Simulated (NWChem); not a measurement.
CH4F2NNb; SMILES [NH]=[Nb]([F])([F])[CH3]

Not confirmed as a minimum by frequencies. def2 effective core potentials on Nb; no spin-orbit coupling.

Give the equilibrium geometry at PBE-D3(BJ)/def2-SVP with def2 effective core potentials on Nb (NWChem) as a list of bonds and angles, with the point group.

point group Cs; any orientation.
Bond lengths (Å): Nb1–N2 1.754, Nb1–F4 1.886, Nb1–F5 1.886, Nb1–C6 2.150, N2–H3 1.024, C6–H7 1.111, C6–H8 1.111, C6–H9 1.113. Bond angles (°): N2–Nb1–F4 109.7, N2–Nb1–F5 109.7, N2–Nb1–C6 102.1, F4–Nb1–F5 117.7, F4–Nb1–C6 108.2, F5–Nb1–C6 108.2, Nb1–N2–H3 174.1, Nb1–C6–H7 110.9, Nb1–C6–H8 110.9, Nb1–C6–H9 109.3, H7–C6–H8 107.7, H7–C6–H9 109.0, H8–C6–H9 109.0.
